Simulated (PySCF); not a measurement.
C4H12O2Si, singlet, geometry from GFN2-xTB; PySCF with MP2/6-31G*.

PySCF was given this input:
```python
from pyscf import gto, scf, mp

mol = gto.M(
    atom='''
C    -2.04448569   -1.42504237    0.50157321
O    -0.72766379   -0.96783355    0.60420261
Si   -0.03861108    0.32829990   -0.12649543
C    -0.79130443    1.98119988    0.41820792
C    -0.12304275    0.11850811   -2.02416713
O     1.47789858    0.38302498    0.45039361
C     2.43946984   -0.63436435    0.46225328
H    -2.14167265   -2.30788577    1.13463031
H    -2.28601463   -1.69261196   -0.52988191
H    -2.74855078   -0.66103992    0.83931906
H    -1.81913215    2.06843940    0.07965383
H    -0.24124933    2.82357068    0.01536447
H    -0.78920165    2.07462366    1.49947239
H     0.23206785   -0.86394160   -2.32751030
H     0.48841885    0.85714329   -2.53312402
H    -1.13675836    0.22640459   -2.39953033
H     3.26653155   -0.30236234    1.09086386
H     2.02211084   -1.55768690    0.86642662
H     2.80830569   -0.82419060   -0.54872151
''',
    basis='6-31g*',
    verbose=4,
)

mf = scf.RHF(mol)
mf.kernel()

pt = mp.MP2(mf, frozen=11)
pt.kernel()
print('E(MP2) = %.10f' % pt.e_tot)
```

What the program printed (banner, timings and long lists left out):

```
PySCF version 2.14.0

[INPUT] verbose = 4
[INPUT] num. atoms = 19
[INPUT] num. electrons = 66
[INPUT] charge = 0
[INPUT] spin (= nelec alpha-beta = 2S) = 0
[INPUT] symmetry False subgroup None
[INPUT] Mole.unit = angstrom
[INPUT] Symbol           X                Y                Z      unit          X                Y                Z       unit  Magmom
[INPUT]  1 C     -2.044485690000  -1.425042370000   0.501573210000 AA   -3.863518019692  -2.692939795201   0.947835998319 Bohr   0.0
[INPUT]  2 O     -0.727663790000  -0.967833550000   0.604202610000 AA   -1.375085273863  -1.828940343666   1.141777456647 Bohr   0.0
[INPUT]  3 Si    -0.038611080000   0.328299900000  -0.126495430000 AA   -0.072964366574   0.620396897722  -0.239041718709 Bohr   0.0
[INPUT]  4 C     -0.791304430000   1.981199880000   0.418207920000 AA   -1.495348653855   3.743925171221   0.790298431924 Bohr   0.0
[INPUT]  5 C     -0.123042750000   0.118508110000  -2.024167130000 AA   -0.232517099113   0.223947871440  -3.825121506047 Bohr   0.0
[INPUT]  6 O      1.477898580000   0.383024980000   0.450393610000 AA    2.792823556084   0.723812311067   0.851120571154 Bohr   0.0
[INPUT]  7 C      2.439469840000  -0.634364350000   0.462253280000 AA    4.609929886737  -1.198774884688   0.873532099382 Bohr   0.0
[INPUT]  8 H     -2.141672650000  -2.307885770000   1.134630310000 AA   -4.047174756971  -4.361272032081   2.144140538530 Bohr   0.0
[INPUT]  9 H     -2.286014630000  -1.692611960000  -0.529881910000 AA   -4.319941567449  -3.198573039563  -1.001331688261 Bohr   0.0
[INPUT] 10 H     -2.748550780000  -0.661039920000   0.839319060000 AA   -5.194008213660  -1.249184406204   1.586083154527 Bohr   0.0
[INPUT] 11 H     -1.819132150000   2.068439400000   0.079653830000 AA   -3.437661547891   3.908783971260   0.150523923473 Bohr   0.0
[INPUT] 12 H     -0.241249330000   2.823570680000   0.015364470000 AA   -0.455895161435   5.335775278552   0.029034640349 Bohr   0.0
[INPUT] 13 H     -0.789201650000   2.074623660000   1.499472390000 AA   -1.491374975555   3.920470528943   2.833592148447 Bohr   0.0
[INPUT] 14 H      0.232067850000  -0.863941600000  -2.327510300000 AA    0.438544678817  -1.632613011619  -4.398357019104 Bohr   0.0
[INPUT] 15 H      0.488418850000   0.857143290000  -2.533124020000 AA    0.922977860575   1.619766067609  -4.786910637357 Bohr   0.0
[INPUT] 16 H     -1.136758360000   0.226404590000  -2.399530330000 AA   -2.148161970210   0.427842668444  -4.534455151287 Bohr   0.0
[INPUT] 17 H      3.266531550000  -0.302362340000   1.090863860000 AA    6.172850006751  -0.571382012983   2.061433934586 Bohr   0.0
[INPUT] 18 H      2.022110840000  -1.557686900000   0.866426620000 AA    3.821235681114  -2.943601628823   1.637309018833 Bohr   0.0
[INPUT] 19 H      2.808305690000  -0.824190600000  -0.548721510000 AA    5.306928628158  -1.557494508441  -1.036933372558 Bohr   0.0

nuclear repulsion = 420.2321339576
number of shells = 68
number of NR pGTOs = 261
number of NR cGTOs = 126
basis = 6-31g*
ecp = {}

******** <class 'pyscf.scf.hf.RHF'> ********
method = RHF
initial guess = minao
damping factor = 0
level_shift factor = 0
DIIS = <class 'pyscf.scf.diis.CDIIS'>
diis_start_cycle = 1
diis_space = 8
diis_damp = 0
SCF conv_tol = 1e-09
SCF conv_tol_grad = None
SCF max_cycles = 50
direct_scf = True
direct_scf_tol = 1e-13
Set gradient conv threshold to 3.16228e-05
Initial guess from minao.
init E= -598.085979875141
  HOMO = -0.306515072023707  LUMO = 0.100398736046616  gap/eV = 11.07269
cycle= 1 E= -597.061062754836  delta_E= 1.02  |g|= 0.725  |ddm|= 3.55
  HOMO = -0.365272899204554  LUMO = 0.189120098259354  gap/eV = 15.08580
cycle= 2 E= -597.157528624962  delta_E= -0.0965  |g|= 0.401  |ddm|= 0.758
  HOMO = -0.400481472563761  LUMO = 0.198925626046122  gap/eV = 16.31070
cycle= 3 E= -597.187922573634  delta_E= -0.0304  |g|= 0.0697  |ddm|= 0.304
  HOMO = -0.399980393563395  LUMO = 0.202637548835142  gap/eV = 16.39807
cycle= 4 E= -597.189341134132  delta_E= -0.00142  |g|= 0.0112  |ddm|= 0.0838
  HOMO = -0.400847347384234  LUMO = 0.202020517570567  gap/eV = 16.40487
cycle= 5 E= -597.189381999239  delta_E= -4.09e-05  |g|= 0.00269  |ddm|= 0.0149
  HOMO = -0.401228136680587  LUMO = 0.201938719768348  gap/eV = 16.41301
cycle= 6 E= -597.189384873519  delta_E= -2.87e-06  |g|= 0.000533  |ddm|= 0.0049
  HOMO = -0.401214196628383  LUMO = 0.201967223595462  gap/eV = 16.41340
cycle= 7 E= -597.189385025263  delta_E= -1.52e-07  |g|= 0.000148  |ddm|= 0.00121
  HOMO = -0.401251858908212  LUMO = 0.201955464816967  gap/eV = 16.41411
cycle= 8 E= -597.189385034869  delta_E= -9.61e-09  |g|= 5.2e-05  |ddm|= 0.000308
  HOMO = -0.40125241577972  LUMO = 0.201955075859475  gap/eV = 16.41411
cycle= 9 E= -597.189385035777  delta_E= -9.08e-10  |g|= 1.6e-05  |ddm|= 8.17e-05
  HOMO = -0.401249987910349  LUMO = 0.201956145832729  gap/eV = 16.41407
Extra cycle  E= -597.189385035856  delta_E= -7.94e-11  |g|= 9.4e-06  |ddm|= 2.26e-05
converged SCF energy = -597.189385035856

******** <class 'pyscf.mp.mp2.RMP2'> ********
nocc = 22, nmo = 115
frozen orbitals 11
E(RMP2) = -598.135977231159  E_corr = -0.946592195302412
E(SCS-RMP2) = -598.123788099808  E_corr = -0.934403063951672
E_corr(same-spin) = -0.232508735089871
E_corr(oppo-spin) = -0.71408346021254
E(MP2) = -598.1359772312
```
